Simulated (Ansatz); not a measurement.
Ansatz (a first-principles code) input (B3LYP-D3(BJ)/def2-TZVP):

Ansatz 0.2 input:
```yaml
crystal:
  periodic: [false, false, false]
  atoms:
    - {symbol: Ge, position_ang: [-0.00295088, -0.00102521, 0.06606827]}
    - {symbol: H, position_ang: [0.03968345, -1.12074649, -1.07507425]}
    - {symbol: H, position_ang: [0.05474478, 1.15355319, -1.03911028]}
basis:
  gaussian:
    orbitals: def2-TZVP
hamiltonian:
  xc: b3lyp
  dispersion: d3bj
phonons: {temperatures: {t_min: 298.15, t_max: 298.15, t_step: 100}}
```

Output:

```
Functional definition: B3LYP
integrals: 0.01 GiB planned
477 factors; their error is unknown
mean field: 0.13 GiB planned
mean field evaluation 1: about -56549.8329 eV, gradient 1.7e1 eV
mean field evaluation 2: about -56550.0671 eV, gradient 1.7e1 eV
mean field evaluation 4: about -56550.3959 eV, gradient 4.3e-1 eV
mean field evaluation 8: about -56550.6142 eV, gradient 3.4e-3 eV
mean field -56550.61424763 eV, -2078.1967422172 hartree, gradient 7.3e-5 eV, S^2 0.000000; 0 other end points of the search recorded, 0 dependent functions left out
the calculation of the forces begins
reference -56550.61442092 eV, -2078.1967485858 hartree; 17, 17 occupied and 43, 43 virtual orbitals, 477 factors
these checks for a lower state are left out or cut short: stability, starts, cluster_reference, orbital_swaps, neighbouring_geometries, increment
integrals: 0.01 GiB planned
477 factors; their error is unknown
mean field: 0.13 GiB planned
mean field evaluation 16: about -56550.6142 eV, gradient 1.5e-6 eV
mean field -56550.61422148 eV, -2078.1967412562 hartree, gradient 1.4e-6 eV, S^2 0.000000; 0 other end points of the search recorded, 0 dependent functions left out
the calculation of the forces begins
reference -56550.61439475 eV, -2078.1967476240 hartree; 17, 17 occupied and 43, 43 virtual orbitals, 477 factors
these checks for a lower state are left out or cut short: stability, starts, cluster_reference, orbital_swaps, neighbouring_geometries, increment
integrals: 0.01 GiB planned
477 factors; their error is unknown
mean field: 0.13 GiB planned
mean field -56550.61421351 eV, -2078.1967409633 hartree, gradient 2.7e-6 eV, S^2 0.000000; 0 other end points of the search recorded, 0 dependent functions left out
the calculation of the forces begins
reference -56550.61438682 eV, -2078.1967473326 hartree; 17, 17 occupied and 43, 43 virtual orbitals, 477 factors
these checks for a lower state are left out or cut short: stability, starts, cluster_reference, orbital_swaps, neighbouring_geometries, increment
integrals: 0.01 GiB planned
477 factors; their error is unknown
mean field: 0.13 GiB planned
mean field evaluation 32: about -56550.6142 eV, gradient 1.1e-6 eV
mean field -56550.61422123 eV, -2078.1967412470 hartree, gradient 1.1e-6 eV, S^2 0.000000; 0 other end points of the search recorded, 0 dependent functions left out
the calculation of the forces begins
reference -56550.61439454 eV, -2078.1967476162 hartree; 17, 17 occupied and 43, 43 virtual orbitals, 477 factors
these checks for a lower state are left out or cut short: stability, starts, cluster_reference, orbital_swaps, neighbouring_geometries, increment
integrals: 0.01 GiB planned
477 factors; their error is unknown
mean field: 0.13 GiB planned
mean field -56550.61422818 eV, -2078.1967415026 hartree, gradient 1.4e-6 eV, S^2 0.000000; 0 other end points of the search recorded, 0 dependent functions left out
the calculation of the forces begins
reference -56550.61440146 eV, -2078.1967478705 hartree; 17, 17 occupied and 43, 43 virtual orbitals, 477 factors
these checks for a lower state are left out or cut short: stability, starts, cluster_reference, orbital_swaps, neighbouring_geometries, increment
integrals: 0.01 GiB planned
477 factors; their error is unknown
mean field: 0.13 GiB planned
mean field -56550.61423647 eV, -2078.1967418072 hartree, gradient 1.2e-6 eV, S^2 0.000000; 0 other end points of the search recorded, 0 dependent functions left out
the calculation of the forces begins
reference -56550.61440977 eV, -2078.1967481757 hartree; 17, 17 occupied and 43, 43 virtual orbitals, 477 factors
these checks for a lower state are left out or cut short: stability, starts, cluster_reference, orbital_swaps, neighbouring_geometries, increment
integrals: 0.01 GiB planned
477 factors; their error is unknown
mean field: 0.13 GiB planned
mean field -56550.61423548 eV, -2078.1967417710 hartree, gradient 1.7e-6 eV, S^2 0.000000; 0 other end points of the search recorded, 0 dependent functions left out
the calculation of the forces begins
reference -56550.61440878 eV, -2078.1967481396 hartree; 17, 17 occupied and 43, 43 virtual orbitals, 477 factors
Total energy: -56550.66007888 eV, -2078.1984264846 hartree
Atom 0 at    -0.002951    -0.001025     0.066068 Å, force    -0.000002    -0.000001     0.000034 eV/Å
Atom 1 at     0.039683    -1.120746    -1.075074 Å, force     0.000001    -0.000002    -0.000017 eV/Å
Atom 2 at     0.054745     1.153553    -1.039110 Å, force     0.000001     0.000003    -0.000017 eV/Å
Dipole moment:    -0.002834    -0.000984     0.063441 e Å
Vibrations: 936.13 1895.35 1902.92 cm⁻¹, zero-point energy 0.293495 eV
```
